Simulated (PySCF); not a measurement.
## Ionisation energy of N⁺ by level of theory

N⁺ [He] 2s2 2p2 (3P) → N²⁺ [He] 2s2 2p1 (2P), as a difference of total energies. All numbers are calculated (PySCF 2.14, scalar relativity by spin-free X2C-1e, in x2c-SVPall). Correlated levels: valence: 1s2 frozen. The calculations carry no spin-orbit coupling.

| method | ionisation energy (eV) |
| --- | --- |
| UHF | 29.351 |
| BP86 | 30.058 |
| PBE0 | 30.064 |
| MP2 (valence) | 29.556 |
| SCS-MP2 (valence) | 29.446 |
| CCSD (valence) | 29.349 |
| CCSD(T) (valence) | 29.354 |

Errors of the correlated levels include the incompleteness of this basis and the frozen core.

For comparison: 29.601 eV (semi-empirical (NIST evaluation); NIST Atomic Spectra Database, ionization energies).
